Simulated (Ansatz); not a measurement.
SnH₄, 5 atoms. Hardware: 4 threads of Arm Neoverse V2 on a shared host.

In the def2 sets Sn takes a core potential; there is no spin–orbit coupling. Correlated methods freeze 4 core orbitals; core or outer-core shells of Sn are correlated, in sets that lack core-valence functions.

How many basis functions does each of these Ansatz runs have, and roughly what does it cost? ωB97X-V/def2-TZVP, charge 0 singlet, energy, from earlier orbitals; PBE0-D4/def2-TZVP, charge 0 singlet, energy, from earlier orbitals; RPA@PBE/def2-TZVP, charge 0 singlet, energy, from earlier orbitals; ωB97M-V/def2-TZVP, charge 0 singlet, energy, from earlier orbitals; PBE0-D4/def2-TZVP, charge 1 doublet at the geometry of the charge 0 singlet, energy; r2SCAN-D4/def2-TZVP, charge 0 singlet, energy, from earlier orbitals; PBE-D4/def2-TZVP, charge 1 doublet at the geometry of the charge 0 singlet, energy, from earlier orbitals; PBE-D4/def2-TZVP, charge 0 triplet at the geometry of the charge 0 singlet, energy, from earlier orbitals; PBE0-D4/def2-SVP, charge 0 singlet, energy, from earlier orbitals; HSE06-D4/def2-TZVP, charge 0 singlet, energy and forces, from earlier orbitals; BLYP-D4/def2-TZVP, charge 0 singlet, energy, from earlier orbitals; PBE-D4/def2-TZVP, charge 0 singlet, energy, from earlier orbitals.

Other jobs shared the machine, so times can vary by a factor of up to 3. A dash marks memory too small to be measured apart from the calling script's.

```csv
run,functions,fitting or Cholesky vectors,wall time,peak host memory (GiB)
"PBE-D4/def2-TZVP, charge 0 singlet, energy, from earlier orbitals",74,564,0.25 s,–
"PBE0-D4/def2-SVP, charge 0 singlet, energy, from earlier orbitals",46,546,0.3 s,–
"BLYP-D4/def2-TZVP, charge 0 singlet, energy, from earlier orbitals",74,564,0.3 s,–
"PBE0-D4/def2-TZVP, charge 0 singlet, energy, from earlier orbitals",74,637,0.4 s,–
"HSE06-D4/def2-TZVP, charge 0 singlet, energy and forces, from earlier orbitals",74,637,0.45 s,–
"PBE-D4/def2-TZVP, charge 1 doublet at the geometry of the charge 0 singlet, energy, from earlier orbitals",74,564,0.5 s,–
"PBE-D4/def2-TZVP, charge 0 triplet at the geometry of the charge 0 singlet, energy, from earlier orbitals",74,564,0.55 s,–
"RPA@PBE/def2-TZVP, charge 0 singlet, energy, from earlier orbitals",74,678,0.6 s,–
"r2SCAN-D4/def2-TZVP, charge 0 singlet, energy, from earlier orbitals",74,564,0.65 s,–
"ωB97X-V/def2-TZVP, charge 0 singlet, energy, from earlier orbitals",74,608,0.85 s,–
"ωB97M-V/def2-TZVP, charge 0 singlet, energy, from earlier orbitals",74,608,0.95 s,–
"PBE0-D4/def2-TZVP, charge 1 doublet at the geometry of the charge 0 singlet, energy",74,637,1.8 s,–
```
